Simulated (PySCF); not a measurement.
Spin-rotation constants: `InChI=1S/CH7FO2Si3/c2-6-7-4-5-1-3/h1H,5-7H2`

Molfile (atoms numbered from 1):
```
CH7FO2Si3
     RDKit          3D

 14 13  0  0  0  0  0  0  0  0999 V2000
    1.2413    1.1192    0.8090 O   0  0  0  0  0  0  0  0  0  0  0  0
    1.9646    0.1519    0.7491 C   0  0  0  0  0  0  0  0  0  0  0  0
    1.4231   -1.5312    0.0033 Si  0  0  0  0  0  4  0  0  0  0  0  0
   -0.0920   -1.3690   -0.4727 O   0  0  0  0  0  0  0  0  0  0  0  0
   -1.4897   -0.5146   -0.7124 Si  0  0  0  0  0  4  0  0  0  0  0  0
   -1.2693    1.6318    0.0786 Si  0  0  0  0  0  4  0  0  0  0  0  0
   -2.7439    2.2522   -0.2497 F   0  0  0  0  0  0  0  0  0  0  0  0
    2.9958    0.2472    1.1491 H   0  0  0  0  0  0  0  0  0  0  0  0
    2.2688   -1.7954   -1.1562 H   0  0  0  0  0  0  0  0  0  0  0  0
    1.4843   -2.5304    1.0648 H   0  0  0  0  0  0  0  0  0  0  0  0
   -2.4732   -1.3814   -0.0449 H   0  0  0  0  0  0  0  0  0  0  0  0
   -1.6847   -0.6798   -2.1611 H   0  0  0  0  0  0  0  0  0  0  0  0
   -0.4191    2.5600   -0.6609 H   0  0  0  0  0  0  0  0  0  0  0  0
   -1.2067    1.8389    1.5222 H   0  0  0  0  0  0  0  0  0  0  0  0
  1  2  2  0
  2  3  1  0
  3  4  1  0
  4  5  1  0
  5  6  1  0
  6  7  1  0
  2  8  1  0
  3  9  1  0
  3 10  1  0
  5 11  1  0
  5 12  1  0
  6 13  1  0
  6 14  1  0
M  END
```

Theory: GIAO B3LYP/pcSseg-1 magnetisability, rotational g tensor and spin-rotation constants, non-relativistic, gas phase (PySCF 2.14.0). Geometry: GFN2-xTB.

Question: Give the nuclear spin-rotation constants along the inertial axes (H = +C I·J) beside the isotropic shieldings.

Answer: Rotational constants 2.4485, 0.9153, 0.6822 GHz. A star marks the isotopologue with that one atom substituted, in its own axes.
```tsv
atom	isotope	Caa (kHz)	Cbb (kHz)	Ccc (kHz)	mean (kHz)	σ (ppm)
F7	19F	1.646	0.357	0.131	0.711	399.8
H8	1H	0.145	0.017	-0.067	0.032	20.0
H9	1H	-0.152	-0.076	0.006	-0.074	26.9
H10	1H	-0.148	-0.076	0.005	-0.073	26.9
H11	1H	-0.232	-0.024	0.004	-0.084	26.2
H12	1H	-0.233	-0.027	0.005	-0.085	26.2
H13	1H	-0.201	-0.038	0.007	-0.077	26.2
H14	1H	-0.201	-0.038	0.008	-0.077	26.2
O1	17O*	-3.698	-0.708	0.011	-1.465	-530.6
C2	13C*	1.824	0.500	0.162	0.829	-75.6
Si3	29Si*	-1.355	-0.543	-0.393	-0.764	396.2
O4	17O*	-0.290	-0.021	-0.001	-0.104	339.2
Si5	29Si*	-1.288	-0.593	-0.448	-0.776	367.8
Si6	29Si*	-1.393	-0.592	-0.431	-0.805	363.4
```
For the geometry as given, no vibrational averaging.

Question: How do the rotational constants and the g tensor change when H8, H9, H10, H11, H12, H13, H14 are replaced by deuterium?

Answer: Constants 2.1441, 0.8506, 0.6362 GHz; g -0.0603, -0.0247, -0.0182, against -0.0689, -0.0265, -0.0195 before.
